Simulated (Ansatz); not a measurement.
`O[B](O)[SbH2]`. The species carries charge 0 and has multiplicity 1. Correlated methods include outer-core shells of Sb, which these sets cover unevenly. Sb takes the def2 core potential.

```xyz
8

O     0.553    1.282    0.695
B     0.290    0.249   -0.148
O     0.234    0.344   -1.504
Sb    0.059   -1.807    0.763
H     0.700    2.138    0.278
H     0.388    1.222   -1.869
H    -0.950   -1.236    2.014
H    -1.274   -2.192   -0.229
```

Problem. Give the diagnostics of a CCSD(T)/def2-TZVPP run (frozen core, Ansatz 0.2.0). (An estimate is asked.)

Solution. Computed: T1 = 0.0139, largest single amplitude 0.031, largest double 0.038, (T) share of the correlation energy 3.3 %, 9 CCSD cycles. The RHF solution is stable towards an unrestricted one. T1 lies under the customary mark of 0.02 for closed shells.
